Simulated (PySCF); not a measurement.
Excitation energy of Tc by level of theory

Tc [Kr] 4d5 5s2 (6S) → Tc [Kr] 4d7 (4F), as a difference of total energies. All numbers are calculated (PySCF 2.14, a scalar-relativistic core potential, in aug-cc-pVTZ-PP with ECP28MDF). Correlated levels: valence: 4s2 4p6 frozen. The calculations carry no spin-orbit coupling.

```json
{"method": "UHF", "excitation energy (eV)": "3.659"}
{"method": "MP2 (valence)", "excitation energy (eV)": "2.423"}
{"method": "SCS-MP2 (valence)", "excitation energy (eV)": "1.918"}
{"method": "CCSD (valence)", "excitation energy (eV)": "2.700"}
{"method": "CCSD(T) (valence)", "excitation energy (eV)": "2.566"}
```

Question: How much does correlation contribute at CCSD(T) (valence)?

Answer: 2.566 − (3.659) = -1.093 eV, measured against UHF.
